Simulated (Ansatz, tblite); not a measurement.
Isomers of Cu$_{2}$F$_{2}$⁻ (doublet), found by a short tight-binding search and relaxed with PBE0-D4/def2-SVPD in Ansatz.

The xTB rows come from tblite. Correlated methods freeze 20 core orbitals. In CCSD on the charge -1 doublet the largest single amplitude is 0.36, so its Hartree–Fock determinant may place the open shell otherwise than the density functionals do.

Run but left out: HF/def2-SVPD, MP2/def2-SVPD (A: a determinant that CCSD turns far, T1 0.058).

A: At CCSD(T)/def2-SVPD T1 of the charge -1 doublet is large (up to 0.058), so the single-reference result is doubtful. B: At PBE-D4/def2-TZVPD, r2SCAN-D4/def2-TZVPD, B97M-V/def2-TZVPD the highest occupied level of the charge -1 doublet lies above zero (up to 0.42 eV). By energy differences its removal costs 2.22 eV (vertical, to the charge 0 singlet, at PBE0-D4/def2-TZVPD).

Other spin states were run for one of them alone.

A:

```
atom   x (Å)   y (Å)   z (Å)
 Cu1  -0.737   0.320   0.863
 Cu2   0.736  -0.320  -0.863
  F3  -1.458   1.524   2.040
  F4   1.459  -1.524  -2.039
```

B:

| atom | x (Å) | y (Å) | z (Å) |
| --- | --- | --- | --- |
| Cu1 | 0.475 | 0.289 | -1.886 |
| Cu2 | -0.103 | -0.094 | 0.615 |
| F3 | -1.216 | 0.129 | -0.869 |
| F4 | 0.844 | -0.324 | 2.139 |

Q: Estimate which lies lowest at each level, and how far above it the others are (kcal/mol).

A: 
```csv
level,A,B
GFN1-xTB,0.0,28.2
GFN2-xTB,0.0,73.6
PBE-D4/def2-TZVPD,0.0,0.0
r2SCAN-D4/def2-TZVPD,3.6,0.0
B97M-V/def2-TZVPD,4.4,0.0
PBE0-D4/def2-TZVPD,5.7,0.0
ωB97X-V/def2-TZVPD,5.4,0.0
CCSD/def2-SVPD,10.9,0.0
CCSD(T)/def2-SVPD,11.5,0.0
```
Point groups (tolerance 0.1 Å): A C2h, B Cs. Lower isomers may exist.
